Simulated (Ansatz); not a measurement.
The pair A = CH4 (SMILES C) (first 5 atoms), B = ClH3Si (SMILES [SiH3]Cl); geometry from B3LYP-D3(BJ)/def2-TZVP.
(charge 0, multiplicity 1):
```
atom    x (Å)    y (Å)    z (Å)
----  -------  -------  -------
C      0.1990   0.1394   0.0720
H      0.3435   0.5629  -0.9209
H      0.3408   0.9155   0.8224
H     -0.8105  -0.2623   0.1500
H      0.9221  -0.6593   0.2329
Si    -0.1951  -0.8746   3.7191
Cl     0.2463   1.1315   3.9524
H      0.9367  -1.5279   3.0354
H     -1.4260  -0.9944   2.9155
H     -0.3954  -1.4605   5.0590
```

Frozen-core correlation. MP2 and its Hartree–Fock in aug-cc-pV(T+d)Z are density fitted.

The values were computed with Ansatz (an electronic-structure program). Each number belongs to the level named beside it.

The counterpoise-corrected interaction energy is E(AB) − E(A in the pair's basis) − E(B in the pair's basis). Total energies (hartree):

```tsv
level	AB	A in the pair's basis	B in the pair's basis
HF/aug-cc-pV(D+d)Z	-790.4343053	-40.1998370	-750.2357066
MP2/aug-cc-pV(D+d)Z	-790.8658138	-40.3680591	-750.4965393
HF/aug-cc-pV(T+d)Z	-790.4755658	-40.2135963	-750.2632186
MP2/aug-cc-pV(T+d)Z	-791.0060902	-40.4145258	-750.5899984
CCSD(T)/aug-cc-pV(D+d)Z	-790.9383537	-40.3958947	-750.5412560
```

Problem. Work out the counterpoise-corrected interaction energy at the basis-set limit: extrapolate the MP2 correlation part as X⁻³, take Hartree–Fock from the larger set, and add the CCSD(T) − MP2 difference of aug-cc-pV(D+d)Z.

Solution. 
1. Differences (1 hartree = 627.509 kcal/mol): HF/aug-cc-pV(D+d)Z 0.777; MP2/aug-cc-pV(D+d)Z -0.763; HF/aug-cc-pV(T+d)Z 0.784; MP2/aug-cc-pV(T+d)Z -0.983; CCSD(T)/aug-cc-pV(D+d)Z -0.755.
2. Correlation parts, MP2 less HF: -1.540 in aug-cc-pV(D+d)Z (X = 2), -1.767 in aug-cc-pV(T+d)Z (X = 3).
3. Limit (3³·(-1.767) − 2³·(-1.540))/(3³ − 2³) = -1.862; with HF/aug-cc-pV(T+d)Z it gives -1.078.
4. CCSD(T) less MP2 in aug-cc-pV(D+d)Z: 0.008.
Result: -1.07 kcal/mol, against -0.76 at MP2/aug-cc-pV(D+d)Z. It is an estimate of this method's limit, not of the exact value.
